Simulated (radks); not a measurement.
Values are calculated unless marked as measured or tabulated.
All-electron atom: Bi2+ in [Hg] 7p1 (not the ground configuration). Code: a radial shooting solver on a logarithmic mesh with Libxc functionals. Model: Dirac Kohn-Sham, PBEsol, spin-unpolarised, spherical densities, finite nucleus; open shells fill j = l - 1/2 first; Fermi nuclear charge, rms radius 5.5211 fm.

Spin-orbit splittings of the eigenvalues, e(l+1/2) - e(l-1/2), with zeta = 2 splitting/(2l+1) and mean radii in bohr:

shell  occ.  splitting (eV)  zeta (eV)  <r> j=l-1/2  <r> j=l+1/2
2p        6            2318       1545      0.05389      0.06294
3p        6           519.0      346.0       0.1616       0.1780
3d       10           110.1      44.03       0.1545       0.1595
4p        6           128.0      85.33       0.3778       0.4126
4d       10           23.90      9.559       0.4162       0.4272
4f       14           5.492      1.569       0.4380       0.4442
5p        6           24.74      16.50       0.8849       0.9743
5d       10           3.053      1.221        1.198        1.238
7p        1          0.6701     0.4467        5.327        5.625
